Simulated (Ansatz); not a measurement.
This geometry of a periodic cell of 17 atoms, Rb₁₆H (host Rb, host structure bcc, interstitial H) is a first-order saddle point.

Level of theory: Ansatz, DFT PBEsol, scalar-relativistic, plane waves, PAW. Settings: cutoff 420 eV, k mesh 2x2x2, fermi-dirac smearing 0.15 eV, no spin polarisation.

```xyz
17
Lattice="11.1800 0.0000 0.0000 0.0000 11.1800 0.0000 0.0000 0.0000 11.1800" Properties=species:S:1:pos:R:3
Rb -0.349 0.001 0.350
Rb 6.178 0.001 0.240
Rb -0.064 5.591 0.065
Rb -0.238 0.001 5.003
Rb 2.968 2.767 2.635
Rb 5.715 5.591 -0.189
Rb 5.512 0.001 5.669
Rb 8.301 2.742 2.880
Rb 0.191 5.591 5.467
Rb 2.968 8.416 2.636
Rb 2.665 2.582 8.516
Rb 5.468 5.591 5.713
Rb 8.302 8.441 2.880
Rb 8.545 2.766 8.213
Rb 2.665 8.601 8.516
Rb 8.545 8.416 8.213
H 8.826 0.001 2.355
```

(1) Which two structures does it join? (They come from a converged band through this point; their orientation in space is the band's.)

(2) How far does it lie above each of them?

Results:

(1) Contacts lost: Rb4–H17. Contacts made: Rb2–H17. The atom that moves furthest is H17, by 1.97 Å.

Image 0:

```xyz
17
Lattice="11.1800 0.0000 0.0000 0.0000 11.1800 0.0000 0.0000 0.0000 11.1800" Properties=species:S:1:pos:R:3
Rb 0.044 0.002 0.409
Rb 5.361 0.004 -0.177
Rb -0.147 5.593 0.176
Rb 0.044 0.002 5.179
Rb 3.031 2.981 2.793
Rb 5.820 5.593 -0.100
Rb 5.362 0.004 5.762
Rb 8.354 2.392 2.794
Rb -0.147 5.593 5.410
Rb 3.030 8.208 2.793
Rb 2.582 2.907 8.383
Rb 5.820 5.593 5.686
Rb 8.350 8.789 2.794
Rb 8.537 2.618 8.384
Rb 2.582 8.280 8.383
Rb 8.537 8.569 8.384
H 9.782 0.003 2.793
```

Image 6:

```xyz
17
Lattice="11.1800 0.0000 0.0000 0.0000 11.1800 0.0000 0.0000 0.0000 11.1800" Properties=species:S:1:pos:R:3
Rb -0.407 -0.001 -0.034
Rb 5.997 -0.001 -0.034
Rb -0.177 5.590 0.146
Rb 0.168 -0.001 5.813
Rb 2.795 2.618 2.649
Rb 5.766 5.590 0.146
Rb 5.420 -0.001 5.814
Rb 8.384 2.388 2.829
Rb 0.090 5.589 5.370
Rb 2.795 8.561 2.649
Rb 2.794 2.886 8.604
Rb 5.499 5.589 5.370
Rb 8.384 8.792 2.828
Rb 8.384 2.963 8.162
Rb 2.794 8.293 8.604
Rb 8.384 8.214 8.161
H 8.385 0.000 1.398
```

(2) 0.073 eV above the first and 0.073 eV above the second. This is the barrier of this one path; another mechanism may lie lower. Limits of this set-up: coarse k mesh, odd electron count without spin.

Time of the run: 12 min on 4 threads of Intel(R) Xeon(R) Platinum 8488C (Sapphire Rapids), on a shared host, peak memory 6.3 GiB.
